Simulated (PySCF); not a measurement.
C2H6N (SMILES [CH2-]NC), charge -1, singlet, at a GFN2-xTB geometry; PySCF with BLYP/3-21G.

Here is a job for PySCF.
```python
from pyscf import gto, scf, dft

mol = gto.M(
    atom='''
C     0.068388   -0.343447    1.280013
N    -0.020316    0.577285    0.030283
C    -0.014644   -0.232449   -1.156616
H     0.074469    0.429802    2.123582
H    -1.001283   -0.749206    1.345617
H     0.851123    1.116069    0.047208
H     0.820505   -0.966737   -1.224493
H     0.018715    0.396171   -2.064198
H    -0.943784   -0.811711   -1.180078
''',
    basis='3-21g',
    charge=-1,
    spin=0,
    verbose=4,
)

mf = dft.RKS(mol)
mf.xc = 'blyp'
mf.DIIS = scf.EDIIS
mf.kernel()
```

Question: What does PySCF print? Leave out banner, timings and long lists.

Answer: 
```
PySCF version 2.14.0

[INPUT] verbose = 4
[INPUT] num. atoms = 9
[INPUT] num. electrons = 26
[INPUT] charge = -1
[INPUT] spin (= nelec alpha-beta = 2S) = 0
[INPUT] symmetry False subgroup None
[INPUT] Mole.unit = angstrom
[INPUT] Symbol           X                Y                Z      unit          X                Y                Z       unit  Magmom
[...]
nuclear repulsion = 75.8101513173345
number of shells = 27
number of NR pGTOs = 63
number of NR cGTOs = 39
basis = 3-21g
ecp = {}

******** <class 'pyscf.dft.rks.RKS'> ********
method = RKS
initial guess = minao
damping factor = 0
level_shift factor = 0
DIIS = <class 'pyscf.scf.diis.EDIIS'>
diis_start_cycle = 1
diis_space = 8
diis_damp = 0
SCF conv_tol = 1e-09
SCF conv_tol_grad = None
SCF max_cycles = 50
direct_scf = True
direct_scf_tol = 1e-13
XC library pyscf.dft.libxc version 7.1.2
    S. Lehtola, C. Steigemann, M. J. T. Oliveira, and M. A. L. Marques,  SoftwareX 7, 1–5 (2018)
XC functionals = blyp
    A. D. Becke,  Phys. Rev. A 38, 3098 (1988)
    C. Lee, W. Yang, and R. G. Parr,  Phys. Rev. B 37, 785 (1988)
    B. Miehlich, A. Savin, H. Stoll, and H. Preuss,  Chem. Phys. Lett. 157, 200 (1989)
radial grids:
    Treutler-Ahlrichs [JCP 102, 346 (1995); DOI:10.1063/1.469408] (M4) radial grids

becke partition: Becke, JCP 88, 2547 (1988); DOI:10.1063/1.454033
pruning grids: <function nwchem_prune>
grids dens level: 3
symmetrized grids: False
atomic radii adjust function: <function treutler_atomic_radii_adjust>
small_rho_cutoff = 0
Set gradient conv threshold to 3.16228e-05
Initial guess from minao.
tot grids = 100992
init E= -133.543971648877
[...]
cycle= 1 E= -133.491128384846  delta_E= 0.0528  |g|= 0.625  |ddm|= 2.64
[...]
cycle= 2 E= -132.57822606368  delta_E= 0.913  |g|=  1.5  |ddm|= 12.8
[...]
cycle= 3 E= -133.468474130193  delta_E= -0.89  |g|= 0.698  |ddm|=   13
[...]
cycle= 4 E= -133.490970147029  delta_E= -0.0225  |g|= 0.645  |ddm|= 0.532
[...]
cycle= 5 E= -133.499421957837  delta_E= -0.00845  |g|= 0.617  |ddm|= 0.0758
[...]
cycle= 6 E= -133.499421955696  delta_E= 2.14e-09  |g|= 0.617  |ddm|= 5.87e-08
[...]
cycle= 7 E= -133.499421956007  delta_E= -3.11e-10  |g|= 0.617  |ddm|= 3.43e-09
[...]
cycle= 8 E= -133.499421940731  delta_E= 1.53e-08  |g|= 0.617  |ddm|= 5.73e-08
[...]
cycle= 9 E= -133.499421956121  delta_E= -1.54e-08  |g|= 0.617  |ddm|= 5.83e-08
[...]
cycle= 10 E= -133.499421955687  delta_E= 4.33e-10  |g|= 0.617  |ddm|= 2.69e-09
[...]
[...]
[...]
cycle= 22 E= -133.414172386188  delta_E= -0.103  |g|= 0.832  |ddm|= 0.689
[...]
cycle= 23 E= -133.414172383942  delta_E= 2.25e-09  |g|= 0.832  |ddm|= 6.67e-09
[...]
cycle= 24 E= -133.414172384477  delta_E= -5.34e-10  |g|= 0.832  |ddm|= 1.59e-09
[...]
cycle= 25 E= -133.414172377303  delta_E= 7.17e-09  |g|= 0.832  |ddm|= 2.13e-08
[...]
cycle= 26 E= -133.414172385145  delta_E= -7.84e-09  |g|= 0.832  |ddm|= 2.33e-08
[...]
cycle= 27 E= -133.414172384608  delta_E= 5.37e-10  |g|= 0.832  |ddm|= 1.6e-09
[...]
cycle= 28 E= -133.414172384368  delta_E= 2.41e-10  |g|= 0.832  |ddm|= 7.16e-10
[...]
cycle= 29 E= -131.515161757222  delta_E=  1.9  |g|= 2.01  |ddm|= 14.8
[...]
cycle= 30 E= -133.285285464269  delta_E= -1.77  |g|= 1.07  |ddm|= 14.9
[...]
cycle= 31 E= -133.376587020026  delta_E= -0.0913  |g|= 0.925  |ddm|= 0.728
[...]
cycle= 32 E= -133.376587020003  delta_E= 2.27e-11  |g|= 0.925  |ddm|= 6.24e-11
[...]
cycle= 33 E= -133.376587017534  delta_E= 2.47e-09  |g|= 0.925  |ddm|= 6.87e-09
[...]
cycle= 34 E= -133.376587019753  delta_E= -2.22e-09  |g|= 0.925  |ddm|= 6.17e-09
[...]
cycle= 35 E= -133.376587019799  delta_E= -4.56e-11  |g|= 0.925  |ddm|= 1.28e-10
[...]
cycle= 36 E= -133.376587018826  delta_E= 9.73e-10  |g|= 0.925  |ddm|= 2.71e-09
[...]
cycle= 37 E= -133.376587019784  delta_E= -9.57e-10  |g|= 0.925  |ddm|= 2.66e-09
[...]
cycle= 38 E= -131.325742583151  delta_E= 2.05  |g|= 2.16  |ddm|= 14.5
[...]
cycle= 39 E= -133.255757993722  delta_E= -1.93  |g|= 1.12  |ddm|= 14.6
[...]
cycle= 40 E= -133.339208108867  delta_E= -0.0835  |g|= 1.02  |ddm|= 0.816
[...]
cycle= 41 E= -133.339208109026  delta_E= -1.59e-10  |g|= 1.02  |ddm|= 4.33e-10
[...]
cycle= 42 E= -133.339208111081  delta_E= -2.06e-09  |g|= 1.02  |ddm|= 5.58e-09
[...]
cycle= 43 E= -133.339208108547  delta_E= 2.53e-09  |g|= 1.02  |ddm|= 6.88e-09
[...]
cycle= 44 E= -133.339208122251  delta_E= -1.37e-08  |g|= 1.02  |ddm|= 3.72e-08
[...]
cycle= 45 E= -133.33920810885  delta_E= 1.34e-08  |g|= 1.02  |ddm|= 3.64e-08
[...]
cycle= 46 E= -133.339208108911  delta_E= -6.14e-11  |g|= 1.02  |ddm|= 1.66e-10
[...]
cycle= 47 E= -131.169413924617  delta_E= 2.17  |g|= 2.28  |ddm|= 14.3
[...]
cycle= 48 E= -133.215375258657  delta_E= -2.05  |g|= 1.18  |ddm|= 14.4
[...]
cycle= 49 E= -133.297472157582  delta_E= -0.0821  |g|= 1.11  |ddm|= 0.965
[...]
cycle= 50 E= -133.325898369251  delta_E= -0.0284  |g|= 1.04  |ddm|= 0.112
SCF not converged.
SCF energy = -133.325898369251
```

The run did not converge; its last values are not results.
